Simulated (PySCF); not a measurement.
PySCF job for C4H12NSi, SMILES [SiH2]N(CC)CC, multiplicity 2, PBE0-D3(BJ)/def2-SVP. The structure is a stationary point at PBE0-D3(BJ)/def2-SVP. The isomer is the one that the SMILES or the coordinates give; other isomers of the formula were not compared. One conformer was computed; it need not be the lowest.

```python
import numpy as np
from pyscf import gto, scf, dft, df
from pyscf.hessian import thermo

mol = gto.M(
    atom='''
    C    -1.87400644   -1.56278219    0.30873349
    C    -1.35698995   -0.50135945   -0.65454809
    N    -0.08622759    0.09954057   -0.28785976
    Si   -0.09316153    1.51613423    0.74186240
    C     1.05327773   -0.78388442   -0.44854410
    C     2.39956816   -0.10692673   -0.28849619
    H    -2.01918792   -1.13687482    1.31398924
    H    -1.17833286   -2.41075331    0.39923872
    H    -2.83992163   -1.96224825   -0.03661488
    H    -2.10570344    0.30151972   -0.74866852
    H    -1.24979966   -0.93924584   -1.66546576
    H    -1.36002277    2.23983626    0.38616258
    H     1.07922022    2.39743009    0.42160416
    H     0.99781731   -1.63832235    0.25595247
    H     0.99079737   -1.22876122   -1.46025837
    H     3.20577402   -0.83076436   -0.47755384
    H     2.51388801    0.72987626   -0.99346218
    H     2.54222870    0.28536147    0.73115060
    ''',
    basis='def2-SVP',
    charge=0,
    spin=1,
    max_memory=1600,
    verbose=3,
)
mf = dft.UKS(mol, xc='pbe0').density_fit(auxbasis='def2-universal-jkfit')
mf.disp = 'd3bj'
mf.grids.level = 3
mf.conv_tol = 1e-11
mf.max_cycle = 100
mf.kernel()
fine, coarse = mf.grids, dft.Grids(mol).set(level=1).build(with_non0tab=True)
for _ in range(3):  # follow internal instabilities
    mf.grids = coarse
    mo, _, stable, _ = mf.stability(return_status=True, nroots=4)
    mf.grids = fine
    if stable:
        break
    mf.kernel(mf.make_rdm1(mo, mf.mo_occ))

# analytic Hessian; the response equations are solved on a coarser grid
h, args, fine = mf.Hessian(), (mf.mo_energy, mf.mo_coeff, mf.mo_occ), mf.grids
h.max_memory = max(150, 2.5e-5 * df.make_auxmol(mol, mf.with_df.auxbasis).nao * mol.nelec[0] * (mol.nelec[0] + mol.nao))  # MB; small integral blocks
h1ao = h.make_h1(mf.mo_coeff, mf.mo_occ)
mf.grids = dft.Grids(mol).set(level=1).build(with_non0tab=True)
mo1, mo_e1 = h.solve_mo1(*args, h1ao)
mf.grids = fine
hess = h.hess_elec(*args, mo1, mo_e1, h1ao) + h.hess_nuc()
if mf.do_disp():
    hess += h.get_dispersion()
for i in range(mol.natm):  # the analytic DFT Hessian lacks the response of the grid: restore translational invariance
    hess[i, i] -= hess[i].sum(axis=0)
hess = (hess + hess.transpose(1, 0, 3, 2)) / 2
vib = thermo.harmonic_analysis(mol, hess, imaginary_freq=False)
thermo.dump_normal_mode(mol, vib)
th = thermo.thermo(mf, vib['freq_au'][vib['freq_au'] > 0], 298.15, 101325)
thermo.dump_thermo(mol, th)
g0 = mf.nuc_grad_method().set(verbose=0).kernel()

# dipole derivatives [dipole axis, atom, xyz] from the same response
r, irp = mol.intor('int1e_r'), mol.intor('int1e_irp').reshape(3, 3, mol.nao, mol.nao)
sl, dm0, ok = mol.aoslice_by_atom(), np.array(mf.make_rdm1()), []
dmu = np.einsum('a,xt->xat', mol.atom_charges(), np.eye(3))
for a, (_, _, p0, p1) in enumerate(sl):
    dmu[:, a] += 2 * np.einsum('xtij,ij->xt', irp[:, :, :, p0:p1], dm0.reshape(-1, mol.nao, mol.nao).sum(0)[:, p0:p1])
    for u, c, occ, f in zip(mo1, mf.mo_coeff, mf.mo_occ, (2, 2)):
        dmu[:, a] -= f * np.einsum('tui,xuv,vi->xt', u[a], r, c[:, occ > 0], optimize=True)
L = vib['norm_mode']
ir = 974.8801 * (np.einsum('xat,kat->kx', dmu, L) ** 2).sum(1)       # km/mol
apt = np.einsum('xax->a', dmu) / 3
print('mode   freq/cm-1   IR/(km/mol)')
for k, w in enumerate(vib['freq_wavenumber']):
    print(f'{k + 1:4d} {w:11.2f} {ir[k]:13.3f}')
print('max |gradient| / (hartree/bohr):', abs(g0).max())
print('APT charges:', apt.round(4))
```

Output:

```

WARN: HOMO -0.156814782669691 >= LUMO -0.156814782669691

converged SCF energy = -503.238741883425  <S^2> = 0.75289139  2S+1 = 2.0028893
<class 'pyscf.df.df_jk.DFUKS'> wavefunction is stable in the internal stability analysis

WARN: DFTD3 does not support analytical Hessian, using finite difference


WARN: Mole.unit (angstrom) is changed to Bohr

Mode                                 0                   1                   2
Irrep
Freq [cm^-1]                       52.5896             75.3925            151.6371
Reduced mass [au]                   2.0166              2.2340              1.7600
Force const [Dyne/A]                0.0033              0.0075              0.0238
Char temp [K]                      75.6647            108.4731            218.1720
Normal mode                   x     y     z       x     y     z       x     y     z
       0   C                -0.01  0.06  0.09   -0.06  0.11  0.03    0.08  0.02  0.04
       1   C                 0.00 -0.03 -0.01    0.04 -0.02 -0.05    0.01  0.02  0.00
       2   N                 0.00 -0.00 -0.05    0.03 -0.01 -0.02    0.02  0.04 -0.04
       3  Si                -0.00 -0.04 -0.00   -0.03 -0.05  0.04   -0.09  0.00  0.01
       4   C                 0.02  0.03 -0.13    0.04 -0.01  0.05   -0.00  0.00 -0.02
       5   C                 0.00  0.01  0.09    0.03  0.04 -0.09    0.03 -0.08 -0.02
       6   H                -0.06  0.17  0.04   -0.17  0.24 -0.04    0.18  0.02  0.05
       7   H                 0.00  0.09  0.21   -0.07  0.12  0.22    0.07  0.00 -0.04
       8   H                 0.01  0.00  0.10   -0.03  0.05 -0.02    0.04  0.04  0.12
       9   H                 0.00 -0.04 -0.09    0.07 -0.01 -0.21   -0.00  0.01  0.04
      10   H                 0.01 -0.12  0.03    0.12 -0.14  0.01   -0.03  0.02 -0.00
      11   H                -0.04 -0.07  0.07   -0.03 -0.06  0.02    0.15  0.23 -0.35
      12   H                -0.05  0.02 -0.03   -0.03 -0.03  0.12    0.17 -0.20  0.39
      13   H                -0.03 -0.09 -0.28    0.09  0.06  0.15   -0.05  0.00 -0.02
      14   H                 0.09  0.20 -0.21    0.01 -0.13  0.10   -0.02 -0.00 -0.02
      15   H                 0.02  0.03  0.05    0.04  0.05 -0.07   -0.02 -0.12 -0.07
      16   H                 0.07  0.11  0.23   -0.04 -0.02 -0.17    0.06 -0.05  0.02
      17   H                -0.09 -0.15  0.16    0.08  0.14 -0.13    0.09 -0.13 -0.00
Mode                                 3                   4                   5
Irrep
Freq [cm^-1]                      186.6092            222.5897            262.2331
Reduced mass [au]                   1.8353              1.2436              1.8238
Force const [Dyne/A]                0.0377              0.0363              0.0739
Char temp [K]                     268.4891            320.2570            377.2951
Normal mode                   x     y     z       x     y     z       x     y     z
       0   C                -0.09 -0.03 -0.02    0.06 -0.02 -0.01   -0.01  0.02 -0.01
       1   C                 0.02 -0.02  0.04    0.00 -0.00 -0.01    0.04  0.01  0.02
       2   N                 0.01 -0.05  0.12   -0.02  0.04 -0.01    0.04  0.00  0.06
       3  Si                -0.01  0.04 -0.01    0.00  0.03  0.02   -0.07  0.04  0.01
       4   C                 0.03  0.01 -0.04   -0.04  0.01 -0.00    0.03 -0.00 -0.03
       5   C                 0.03  0.02 -0.03   -0.01 -0.07 -0.02    0.07 -0.09 -0.04
       6   H                -0.29 -0.02 -0.05   -0.37  0.07 -0.11    0.07 -0.02  0.02
       7   H                -0.06  0.01  0.11    0.32  0.23  0.32   -0.09 -0.06 -0.08
       8   H                -0.01 -0.08 -0.19    0.30 -0.40 -0.23   -0.06  0.13  0.01
       9   H                 0.04 -0.01 -0.00   -0.04 -0.04 -0.05    0.05  0.02  0.00
      10   H                 0.07 -0.01  0.04    0.05 -0.02 -0.00    0.07  0.02  0.02
      11   H                 0.13  0.14 -0.28   -0.03  0.00  0.10   -0.27 -0.25  0.18
      12   H                 0.14 -0.13  0.08   -0.03  0.05 -0.04   -0.28  0.26 -0.21
      13   H                 0.09 -0.09 -0.14   -0.08  0.02  0.01    0.01 -0.05 -0.10
      14   H                -0.00  0.13 -0.09   -0.07 -0.00  0.01   -0.02  0.07 -0.06
      15   H                 0.03  0.07 -0.24   -0.06 -0.13  0.02    0.02 -0.16 -0.02
      16   H                -0.05  0.14  0.11    0.06 -0.11 -0.05    0.15 -0.12 -0.05
      17   H                 0.12 -0.16  0.02    0.01 -0.04 -0.03    0.09 -0.08 -0.04
Mode                                 6                   7                   8
Irrep
Freq [cm^-1]                      304.7732            352.7687            394.5779
Reduced mass [au]                   1.1247              2.0930              2.6174
Force const [Dyne/A]                0.0616              0.1535              0.2401
Char temp [K]                     438.5007            507.5556            567.7097
Normal mode                   x     y     z       x     y     z       x     y     z
[...]
       3  Si                 0.00 -0.00 -0.00    0.00 -0.00  0.00   -0.00  0.00  0.00
       4   C                 0.00  0.00  0.01    0.00  0.00  0.09    0.00 -0.00  0.01
       5   C                 0.00 -0.00 -0.00   -0.00 -0.00 -0.01    0.00  0.00 -0.00
       6   H                -0.01  0.02  0.04   -0.01  0.02  0.04    0.08 -0.24 -0.54
       7   H                -0.01  0.00 -0.00    0.04 -0.04  0.01   -0.34  0.40 -0.04
       8   H                 0.03  0.01  0.01   -0.04 -0.02 -0.02    0.49  0.20  0.18
       9   H                -0.22  0.24 -0.02    0.02 -0.02 -0.00   -0.00  0.00  0.00
      10   H                 0.10 -0.36 -0.82   -0.01  0.03  0.07   -0.00 -0.00 -0.00
      11   H                -0.00  0.00 -0.00    0.00 -0.00 -0.00   -0.00 -0.00 -0.00
      12   H                -0.00  0.00 -0.00    0.00 -0.00 -0.00   -0.00 -0.00 -0.00
      13   H                -0.00 -0.01  0.01    0.03  0.33 -0.26    0.01  0.06 -0.05
      14   H                -0.00 -0.04 -0.10   -0.05 -0.33 -0.76   -0.00 -0.02 -0.05
      15   H                -0.00  0.00  0.00    0.00  0.00 -0.00   -0.00  0.00 -0.00
      16   H                -0.00 -0.00  0.00   -0.00 -0.03  0.02   -0.00 -0.01  0.01
      17   H                -0.00  0.00  0.01    0.01  0.03  0.09    0.00  0.00  0.00
Mode                                42                  43                  44
Irrep
Freq [cm^-1]                     3057.4567           3103.8504           3149.7651
Reduced mass [au]                   1.0382              1.0982              1.1029
Force const [Dyne/A]                5.7180              6.2334              6.4468
Char temp [K]                    4398.9995           4465.7496           4531.8107
Normal mode                   x     y     z       x     y     z       x     y     z
       0   C                 0.00  0.00 -0.00    0.01 -0.01 -0.01    0.00  0.00  0.00
       1   C                 0.00 -0.00 -0.00   -0.05  0.06  0.02    0.00 -0.00  0.00
       2   N                 0.00 -0.00 -0.00   -0.00  0.00  0.00   -0.00  0.00  0.00
       3  Si                 0.00  0.00  0.00   -0.00  0.00 -0.00   -0.00  0.00 -0.00
       4   C                -0.00 -0.00  0.00    0.00 -0.00 -0.00   -0.00 -0.00 -0.01
       5   C                 0.04  0.02  0.01    0.00 -0.00 -0.00    0.03 -0.02 -0.08
       6   H                -0.00  0.00  0.00   -0.01  0.04  0.10    0.00 -0.00 -0.00
       7   H                 0.00 -0.00  0.00   -0.10  0.12 -0.01   -0.00  0.01 -0.00
       8   H                -0.00 -0.00 -0.00   -0.03 -0.01 -0.01   -0.01 -0.01 -0.00
       9   H                -0.00  0.00 -0.00    0.60 -0.64  0.07   -0.00  0.00  0.00
      10   H                -0.00  0.00  0.00    0.03 -0.12 -0.28    0.00  0.00  0.00
      11   H                -0.00 -0.00 -0.00    0.00  0.00  0.00    0.00  0.00  0.00
      12   H                -0.00  0.00  0.00    0.00 -0.00  0.00    0.00 -0.00  0.00
      13   H                 0.00  0.02 -0.01    0.00  0.00 -0.00   -0.00 -0.03  0.02
      14   H                -0.00 -0.01 -0.03    0.00 -0.00  0.00    0.01  0.03  0.07
      15   H                -0.37  0.34  0.09   -0.00  0.00  0.00   -0.36  0.32  0.07
      16   H                -0.05 -0.40  0.35   -0.00 -0.00  0.00   -0.03 -0.31  0.25
      17   H                -0.07 -0.22 -0.60   -0.00 -0.00 -0.00    0.09  0.25  0.65
Mode                                45                  46                  47
Irrep
Freq [cm^-1]                     3152.8482           3155.8514           3164.9555
Reduced mass [au]                   1.1045              1.1037              1.1046
Force const [Dyne/A]                6.4688              6.4761              6.5194
Char temp [K]                    4536.2465           4540.5675           4553.6664
Normal mode                   x     y     z       x     y     z       x     y     z
       0   C                -0.03 -0.05 -0.07    0.08 -0.04 -0.00   -0.00  0.00  0.00
       1   C                 0.00 -0.01 -0.01    0.01 -0.01 -0.00   -0.00  0.00  0.00
       2   N                 0.00  0.00  0.00   -0.00 -0.00  0.00    0.00 -0.00  0.00
       3  Si                 0.00  0.00 -0.00    0.00 -0.00 -0.00    0.00  0.00 -0.00
       4   C                 0.00 -0.00  0.00   -0.00 -0.00  0.00    0.00  0.00 -0.00
       5   C                -0.00  0.00 -0.00   -0.00  0.00 -0.00   -0.03  0.08 -0.03
       6   H                -0.10  0.27  0.63   -0.02  0.09  0.22    0.00 -0.01 -0.01
       7   H                -0.10  0.10 -0.02   -0.48  0.59 -0.06    0.02 -0.02  0.00
       8   H                 0.54  0.22  0.19   -0.41 -0.18 -0.15    0.01  0.00  0.00
       9   H                -0.04  0.04 -0.00   -0.11  0.12 -0.01    0.01 -0.01  0.00
      10   H                -0.01  0.03  0.07   -0.01  0.02  0.05    0.00 -0.00 -0.01
      11   H                -0.00 -0.00  0.00   -0.00  0.00 -0.00   -0.00 -0.00  0.00
      12   H                -0.00 -0.00  0.00   -0.00  0.00  0.00   -0.00 -0.00  0.00
      13   H                 0.00  0.01 -0.01    0.00  0.02 -0.01   -0.00 -0.04  0.03
      14   H                -0.00  0.00  0.00   -0.00 -0.00 -0.00    0.00  0.00  0.01
      15   H                 0.00 -0.00 -0.00    0.02 -0.02 -0.01    0.47 -0.43 -0.12
      16   H                -0.00 -0.01  0.01   -0.00 -0.01  0.01   -0.07 -0.52  0.44
      17   H                 0.00  0.00  0.01   -0.00 -0.00 -0.00    0.00  0.03  0.05
temperature 298.1500 [K]
pressure 101325.00 [Pa]
Rotational constants [GHz] 3.29110 2.19186 1.47180
Symmetry number 1
Zero-point energy (ZPE) 0.15519 [Eh]   407451.057 [J/mol]
                           tot       elec      trans        rot        vib
Entropy [J/mol/K]       387.690      5.763    166.455    116.341     99.131
Cv [J/mol/K]            130.122      0.000     12.472     12.472    105.179
Cp [J/mol/K]            138.437      0.000     20.786     12.472    105.179
Internal energy [J/mol]                      3718.434   3718.434 423233.507
Internal energy [Eh]   -503.07471  -503.23874
Enthalpy [J/mol]                             6197.391   3718.434 423233.507
Enthalpy [Eh]          -503.07376
Gibbs free energy [J/mol]                  -43431.282 -30968.608 393677.612
Gibbs free energy [Eh] -503.11779
mode   freq/cm-1   IR/(km/mol)
   1       52.59         0.161
   2       75.39         0.086
   3      151.64         0.228
   4      186.61         1.997
   5      222.59         0.086
   6      262.23         0.194
   7      304.77         0.155
   8      352.77         0.279
   9      394.58         2.541
  10      488.55         4.731
  11      638.82         4.164
  12      717.33        25.765
  13      730.14        32.556
  14      787.92         4.182
  15      806.98         1.054
  16      906.32        82.047
  17      939.81        17.383
  18      949.04         2.560
  19     1087.37         3.986
  20     1104.50         6.430
  21     1110.92        25.438
  22     1144.27         7.999
  23     1213.06        71.673
  24     1241.62        47.243
  25     1296.79         4.553
  26     1337.39        37.871
  27     1369.24        20.531
  28     1374.97         2.248
  29     1396.71        27.246
  30     1418.96        25.167
  31     1454.04         3.148
  32     1460.26        11.664
  33     1461.36         7.566
  34     1472.70         2.874
  35     1475.21         3.755
  36     1491.97         1.705
  37     2158.07       101.969
  38     2185.93       170.960
  39     2994.75        63.383
  40     3023.88        61.449
  41     3038.39        22.759
  42     3055.33        16.670
  43     3057.46        10.212
  44     3103.85         7.858
  45     3149.77        17.589
  46     3152.85        19.498
  47     3155.85        19.644
  48     3164.96        14.203
max |gradient| / (hartree/bohr): 3.6350892041336186e-05
APT charges: [-0.0332  0.3873 -0.7808  0.678   0.3944 -0.0155  0.003   0.0021 -0.009
 -0.0241 -0.0652 -0.2028 -0.207  -0.0791 -0.0665  0.0058  0.0079  0.0048]
```

The calculation finished and met its thresholds.
